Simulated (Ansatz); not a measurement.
`C#[C][Al]([NH2])[F]`. The species carries charge 0 and has multiplicity 1. The structure was optimised at the PBE0-D4/def2-TZVP level. It is one conformer, not always the lowest.

```xyz
8

C    -0.637   -2.418   -0.344
C    -0.189   -1.351    0.005
Al    0.503    0.328    0.537
N     0.032    1.810   -0.267
F     1.573    0.410    1.785
H    -1.031   -3.361   -0.649
H     0.364    2.730   -0.030
H    -0.615    1.851   -1.036
```

Question: What is the dipole moment at r2SCAN/def2-TZVPP? (Estimate.)

Answer: Computed: 2.21 D, with components (-1.35, 0.49, -1.67) D in this frame, pointing from negative to positive charge.

Question: And with PBE, B3LYP, ωB97M-V? (Estimate.)

Answer: Ansatz gave: PBE 2.19 D, B3LYP 2.21 D, ωB97M-V 2.18 D.

Question: Give the Mulliken charges with r2SCAN, ωB97M-V, PBE in def2-TZVPP. (An estimate is asked.)

Answer: Ansatz gave: 
```tsv
atom	r2SCAN	ωB97M-V	PBE
C1	-0.06	0.04	0.02
C2	-0.50	-0.55	-0.46
Al3	0.84	0.78	0.65
N4	-0.46	-0.38	-0.40
F5	-0.36	-0.35	-0.32
H6	0.23	0.23	0.21
H7	0.16	0.12	0.15
H8	0.16	0.11	0.15
```

B3LYP here is the variant with VWN-RPA as its local correlation; programs differ in this.
